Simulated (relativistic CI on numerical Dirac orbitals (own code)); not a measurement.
Hyperfine structure of Os XXXIX, mass number 189

Method of calculation: Dirac-Coulomb-Breit CI, KLI orbitals optimised for each configuration, QED by a radiative potential, unscaled Slater integrals (own radial code, finite nucleus).

CI space (outside the closed core [Ar] 3d10): 4s2 4p6 4d2, 4s2 4p6 4d 4f, 4s2 4p5 4d3, 4s 4p6 4d3, 4s2 4p5 4d2 4f, 4s 4p6 4d2 4f, 4s2 4p6 4d 5s, 4s2 4p6 4f 5s, 4s2 4p6 4d 5p, 4s2 4p6 4f2, 4s2 4p5 4f3, 4s 4p6 4f3, 4s2 4p6 4f 5p, 4s2 4p5 4f2 5p, 4s 4p6 4f2 5p. Double excitations out of closed p, d and f shells are left out; levels of such configurations are missing from the list, as are those of other unlisted configurations, and high levels can miss mixing partners.

Nuclear spin I = 3/2, μ = 0.6576 μN, Q = 0.86 b (tables of Stone and Pyykkö). The electronic factors are computed for point nuclear moments, without core polarisation or the Bohr-Weisskopf and QED corrections.

```
           Level  E (cm⁻¹)  A (MHz)  B (MHz)
4s2 4p6 4d2 3F_2         0    13410     1710
4s2 4p6 4d2 3F_3    163167     7617     7370
4s2 4p6 4d2 1G_4    208049     8074    34600
4s2 4p6 4d2 3P_1    208170   -620.8     7880
4s2 4p6 4d2 3F_4    354908     5490    22400
```

Levels with J = 0, under 50 % of one LS term, or S terms without an open s electron are left out. Small factors come from cancelling terms and can be off by tens of per cent or more.

At this charge energies of transitions that change n are usually good to better than 1 %, and those within a shell (Δn = 0) to a few per cent. Terms inside the open d or f shell come out 10 to 20 % too wide with unscaled integrals.

Question: Give the hyperfine levels of 4s2 4p6 4d2 3F_2 relative to its centre of gravity.

Answer: With K = F(F + 1) − I(I + 1) − J(J + 1), E = AK/2 + B[¾K(K + 1) − I(I + 1)J(J + 1)]/[2I(2I − 1)J(2J − 1)]: F = 1/2: -58840, F = 3/2: -40230, F = 5/2: -7775, F = 7/2: 40660 MHz.

LS names give the leading component of a level, which can be under half, so a name can repeat, a term be missing and a line seem to break the LS rules.
